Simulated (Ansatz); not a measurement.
C2H8BClSi (`CBC([SiH3])Cl`), relaxed with RKS PBE0-D4/def2-TZVP in Ansatz 0.2.0 from a PBE-D4/def2-SVP geometry. The force threshold is 0.005 eV/Å; the program also tests the step.

Total charge 0; spin multiplicity 1.

Start:

```xyz
13

C     0.646   -1.789   -0.138
B     0.858   -0.384    0.523
C    -0.343    0.540    0.869
Si   -0.854    1.395   -0.781
Cl   -0.009    1.887    2.044
H     1.050   -2.547    0.574
H     1.274   -1.904   -1.048
H    -0.399   -2.066   -0.378
H     1.990    0.023    0.724
H    -1.247   -0.005    1.216
H    -1.984    2.338   -0.489
H    -1.301    0.359   -1.779
H     0.317    2.152   -1.337
```

Task: By how much does the energy fall, and how many steps does the optimiser take? (Estimate.)

Result: Computed: 4.63 kJ/mol, in 10 steps, 1 of them rejected.

Task: Which bonds change most? (Best estimate.)

Result: Computed: C3–Cl5 from 1.819 to 1.794 Å; C3–Si4 from 1.927 to 1.904 Å; B2–H9 from 1.219 to 1.198 Å; Si4–H11 from 1.501 to 1.482 Å.

Task: Give the relaxed structure. (Best estimate.)

Result: The calculation gave: 
```xyz
13

C     0.643   -1.775   -0.135
B     0.866   -0.386    0.533
C    -0.327    0.545    0.848
Si   -0.855    1.386   -0.777
Cl   -0.005    1.877    2.005
H     1.025   -2.543    0.552
H     1.257   -1.878   -1.036
H    -0.392   -2.024   -0.381
H     1.977   -0.005    0.764
H    -1.211    0.004    1.201
H    -1.983    2.302   -0.485
H    -1.285    0.351   -1.755
H     0.290    2.145   -1.334
```
